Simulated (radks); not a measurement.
The numbers below are computed, except where a source is named.
Question: The table gives one normalised radial function P(r) = r R(r) of Ge+ in [Ar] 3d10 4s1 4p2 (r in bohr). Level of theory: scalar-relativistic Kohn-Sham, PBEsol, spin-polarised, spherical densities, finite nucleus; open shells are filled with parallel spins first; Fermi nuclear charge, rms radius 4.0742 fm (a radial shooting solver on a logarithmic mesh with Libxc functionals).

r,P
0.002063,0.0283
0.002708,0.0360
0.003555,0.0457
0.004666,0.0573
0.006124,0.0710
0.008039,0.0865
0.01055,0.1031
0.01374,0.1185
0.01803,0.1309
0.02367,0.1352
0.03107,0.1250
0.04078,0.0935
0.05353,0.0351
0.07026,-0.0487
0.09223,-0.1436
0.1211,-0.2169
0.1589,-0.2224
0.2086,-0.1223
0.2738,0.0748
0.3593,0.2858
0.4717,0.3760
0.6191,0.2455
0.8126,-0.0841
1.058,-0.4605
1.389,-0.7329
1.823,-0.7820
2.393,-0.6205
3.141,-0.3609
4.123,-0.1488
5.411,-0.0417
7.103,-0.0072

Which n and l does it have? It may be an empty orbital.

Answer: n = 4, l = 0: the number of nodes gives n - l - 1 = 3, the rise at small r (about r^(l+1)) gives l, and the extent must fit the shell. The curve is that of 4s down; the table hardly tells the two spins apart. 4s down (empty): eigenvalue -18.672 eV, 3 radial nodes at r = 0.0605, 0.249, 0.765 bohr, <r> = 1.98 bohr, 90 % of the charge inside 2.96 bohr.
